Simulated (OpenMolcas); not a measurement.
## F VI: effect of the IPEA shift

```yaml
Program: OpenMolcas 26.06
Basis: ANO-RCC-VTZP [4s3p2d1f]
Scalar_Hamiltonian: DKH2, point nucleus
Active_space: 2 electrons in 4 orbitals (2s 2p)
State_averaging: 2S+1 = 3 even, 3 roots; 2S+1 = 1 even, 7 roots (6 in the spin-orbit step); 2S+1 = 3 odd, 3 roots; 2S+1 = 1 odd, 3 roots
Spin-orbit_coupling: state interaction with AMFI integrals over the reference wave functions, term energies averaged over their components
```

Methods on the same reference wave functions:
A. CASSCF
B. SS-CASPT2, IPEA 0 Eh, imaginary shift 0.1 Eh (closed shells correlated: 1s)
C. SS-CASPT2, IPEA 0.25 Eh, imaginary shift 0.1 Eh (closed shells correlated: 1s)

Energies in cm⁻¹ above 2s² ¹S₀, the measured ground level; measured values from Moore, Atomic Energy Levels, vol. I, NSRDS-NBS 35 (1971 reprint of NBS Circular 467, 1949).

| Level | A | B | C | Measured |
| --- | --- | --- | --- | --- |
| 2s² ¹S₀ | 0.0 | 0.0 | 0.0 | 0.0 |
| 2s 2p ³P°₀ | 97468 | 96696 | 96718 |  |
| 2s 2p ³P°₁ | 97745 | 96972 | 96995 | 96861 |
| 2s 2p ³P°₂ | 98303 | 97531 | 97553 | 97437 |
| 2s 2p ¹P°₁ | 199267 | 189733 | 189909 |  |
| 2p² ³P₀ | 253589 | 252144 | 252180 |  |
| 2p² ³P₁ | 253863 | 252418 | 252455 | 251635 |
| 2p² ³P₂ | 254407 | 252961 | 252998 | 252145 |

Deviations, from unrounded energies. A percentage is the sum of absolute deviations over the sum of measured energies, with the sign that they share, or ± where signs differ.

```
           Against measurement  Levels     A     B     C
mean absolute deviation (cm-1)       4  1600   450   480
      other configurations (%)       4  +0.9  +0.3  +0.3
```

B lies closest to measurement on these levels and A furthest from it. The largest miss of B in the table is 2p² ³P₂, by +820 cm-1. The ranking rests on the paired levels alone, and a cruder setting can come out closer through cancelling errors.

Between B and C the level of the table that moves most is 2s 2p ¹P°₁, by 180 cm-1 (lowest in B, highest in C).

The lowest spin-free term lies below A's lowest term by 0.006 hartree in B, 0.006 hartree in C.

Computed and measured levels are paired by configuration, term and J; levels that our copy of the source lacks, or whose pairing is in doubt (as where it misses far off the trend of its configuration), stay unpaired and out of the deviations. Only configurations of the active space appear. Levels that lie high or do not pair safely by name in every column are left out.

° marks odd parity.
